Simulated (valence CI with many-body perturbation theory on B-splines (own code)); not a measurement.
The numbers below are computed, except where a source is named.
# Run record, Pt LXV

Level of theory: configuration interaction combined with many-body perturbation theory (CI+MBPT): four valence electrons over a frozen Dirac-Fock core [Ne], a basis of 6 s, 6 p, 5 d, 3 f, 1 g functions for each j, with the one-electron correlation potential Σ1 (screened to all orders), the two-electron term Σ2, the three-electron term Σ3, Breit, model QED; selected single and double excitations, second order for the rest, scaled by the run's own slope (own B-spline code, finite nucleus).

Command, and the settings that its task file holds:

```sh
python run_cv.py task.json out
```

```
atom Pt  Z=78  mass_number=195  rms_radius_fm=5.4270
core [Ne]
valence 3s2 3p2
avg = 1
basis = S
breit = 1
cap = 10000
capref = 1200
cscale = 1
de = 0.0
dress = 0
eps = 2e-08
extrap = 1
h = 0.27
hh = 1
l2 = 3
lcore = 6
maxit = 60
n2 = 5
natural = 1
nlev = 21
nno = [3, 3, 3, 2, 1]
nroot = 26
nsp = [3, 3, 2, 1, 0]
pt2 = 1
qed = 1
rpa = 1
s1 = 1
s2 = -1
s3 = 1
screen = 1
tol = 2e-05
whole = 1
```

It took 10 s on 1 thread of Arm Neoverse V2 (shared host).

Log. The first blocks belong to the next ion, which gives the ionisation energy. Fields: 2J, parity (1 odd), roots, reference size, generating configurations, candidates as configurations/state functions, variational space P, stored matrix elements, Davidson steps; e2 is the range of second-order energies in hartree. The first line gives the box (bohr), its intervals, the orbitals and the steps of their self-consistent field. Window is the range of levels sought, series limit the energy at which the first omitted orbital would enter, core excitation an estimate of the first excitation out of the core, left out the lowest levels not solved, and shifts from estimates the range by which levels moved from their first estimate, all in cm⁻¹.

```
rmax 1.3 intervals 54 orbitals 36 references ['3s2 3p2', '3s2 3p 3d', '3s 3p3', '3s2 3d2', '3s 3p2 3d'] scf 3 t 0.6
2J=1 par=1 roots 2 ref 37 generators 4 cand 894/1308 P 631/932 nnz 0 it 0
2J=1 par=1 roots 2 ref 37 generators 7 cand 519/779 P 757/1120 nnz 0 it 0
   second order: generators 10 cand 613/927 e2 -0.00000 -0.00000
reference levels 484, estimated 94, window 9490044 1/cm; series limit 40936657, core excitation 74817261
2J=0 par=0 roots 3 ref 24 generators 7 cand 1162/1755 P 1889/2988 nnz 8e+05 it 3
2J=0 par=0 roots 3 ref 24 generators 11 cand 1291/2118 P 2072/3272 nnz 9.4e+05 it 4
   second order: generators 16 cand 1354/2445 e2 -0.00001 -0.00000
2J=2 par=0 roots 3 ref 41 generators 5 cand 2284/9046 P 1125/3550 nnz 1.5e+06 it 4
2J=2 par=0 roots 3 ref 41 generators 9 cand 2512/10430 P 1949/6740 nnz 5e+06 it 5
   second order: generators 16 cand 2675/11720 e2 -0.00002 -0.00001
2J=4 par=0 roots 5 ref 62 generators 9 cand 2798/13979 P 1189/3583 nnz 1.4e+06 it 4
2J=4 par=0 roots 5 ref 62 generators 18 cand 2954/16930 P 2486/9996 nnz 9.2e+06 it 5
   second order: generators 26 cand 2879/18703 e2 -0.00004 -0.00001
2J=4 par=1 roots 7 ref 65 generators 15 cand 3269/17836 P 1122/3582 nnz 1.5e+06 it 4
2J=4 par=1 roots 7 ref 65 generators 19 cand 2971/16818 P 2442/9999 nnz 9.2e+06 it 5
   second order: generators 27 cand 3067/19492 e2 -0.00004 -0.00001
2J=2 par=1 roots 6 ref 53 generators 14 cand 2999/12551 P 1300/3572 nnz 1.4e+06 it 5
2J=2 par=1 roots 6 ref 53 generators 18 cand 2656/11532 P 2648/8918 nnz 6.8e+06 it 7
   second order: generators 22 cand 1790/8874 e2 -0.00002 -0.00001
2J=6 par=1 roots 4 ref 57 generators 10 cand 2930/17436 P 1116/3576 nnz 1.4e+06 it 4
2J=6 par=1 roots 4 ref 57 generators 16 cand 2866/17254 P 2364/9889 nnz 9.1e+06 it 5
   second order: generators 23 cand 2354/16411 e2 -0.00003 -0.00002
2J=6 par=0 roots 2 ref 44 generators 5 cand 2752/15787 P 933/3558 nnz 1.6e+06 it 4
2J=6 par=0 roots 2 ref 44 generators 9 cand 2752/15606 P 2052/9423 nnz 9e+06 it 5
   second order: generators 12 cand 1894/11307 e2 -0.00003 -0.00002
2J=0 par=1 roots 3 ref 20 generators 7 cand 1799/3153 P 1746/2721 nnz 7.1e+05 it 4
2J=0 par=1 roots 3 ref 20 generators 12 cand 1612/2849 P 2135/3418 nnz 1e+06 it 5
   second order: generators 16 cand 1893/3418 e2 -0.00001 -0.00000
2J=8 par=1 roots 1 ref 38 generators 3 cand 1919/10329 P 960/3547 nnz 1.6e+06 it 4
2J=8 par=1 roots 1 ref 38 generators 6 cand 2146/11527 P 1278/5079 nnz 3.2e+06 it 4
   second order: generators 11 cand 2806/16518 e2 -0.00003 -0.00003
left out: unestimated 13756790, estimated 10620224, shifts from estimates -0 to 68
operators 0.4
```

The Davidson iterations converged. The settings are bad on purpose, so the numbers may not be properties of the ion.

No measured spectrum was set against this ion. As an estimate, large intervals hold to a few tenths of a per cent, small ones and those within an open d or f shell to about a per cent.

```yaml
Valence_energy: -1148.148 hartree
Ionisation_energy: "7514.2 eV (NIST: 7512 ± 24 eV (theoretical))"
Reference_configurations_for_the_orbitals: 3s2 3p2, 3s2 3p 3d, 3s 3p3, 3s2 3d2, 3s 3p2 3d
Radial_orbitals: 36
Box_radius: 1.297 bohr
Largest_variational_space: 9999
Lowest_levels: (3s^2 3p1/2^2) J=0 0.00, (3s^2 3p1/2 3p3/2) J=1 3630.4, (3s^2 3p1/2 3p3/2) J=2 3710.5, (3s 3p1/2^2 3p3/2) J=2 5116.3, (3s 3p1/2^2 3p3/2) J=1 5353.2, (3s^2 3p1/2 3d3/2) J=2 5532.8, (3s^2 3p1/2 3d3/2) J=1 5931.1, (3s^2 3p1/2 3d5/2) J=2 6545.5, (3s^2 3p1/2 3d5/2) J=3 6555.6, (3s 3p1/2^2 3d3/2) J=1 7057.1, (3s 3p1/2^2 3d3/2) J=2 7121.5, (3s^2 3p3/2^2) J=2 7403.5, (3s^2 3p3/2^2) J=0 7579.5, (3s 3p1/2^2 3d5/2) J=3 8026.0 × 10³ cm⁻¹
```

Levels are named by their leading jj configuration (3d3/2^4 stands for four electrons in 3d with j = 3/2), which in mixed levels can hold well under half, so a name can repeat and another be missing.
